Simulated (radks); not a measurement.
Values are calculated unless marked as measured or tabulated.
Initial-state core-level shifts of the germanium ion Ge+ when its valence configuration changes from [Ar] 3d10 4s2 4p1. Level of theory: Dirac Kohn-Sham, PBE, spin-unpolarised, spherical densities, finite nucleus; open shells fill j = l - 1/2 first; Fermi nuclear charge, rms radius 4.0742 fm (a radial shooting solver on a logarithmic mesh with Libxc functionals). Shifts are changes of the shell-averaged eigenvalues in eV (positive: less bound); the change of the density at the nucleus, which sets a Mossbauer isomer shift, is in e/bohr^3, on a base of 3.173e+04.

valence                1s       2s       2p       3s  density at nucleus
3d9 4s2 4p2       -12.083  -13.293  -13.187  -11.132             +11.612
3d10 4s1.5 4p1.5   -0.876   -0.841   -0.841   -0.868              -8.984
3d10 4s1 4p2       -1.728   -1.658   -1.658   -1.713             -18.271
3d10 4p3           -3.494   -3.346   -3.344   -3.459             -37.791
3d9.5 4s2 4p1.5    -5.929   -6.507   -6.455   -5.512              +5.635
3d8 4s1.5 4p3.5   -25.985  -28.576  -28.354  -23.558             +12.373
3d9.5 4s1 4p2.5    -7.644   -8.157   -8.103   -7.205             -14.177
3d9.5 4s0.5 4p3    -8.504   -8.981   -8.927   -8.052             -24.537
3d9 4s1 4p3       -13.794  -14.942  -14.833  -12.813              -9.763
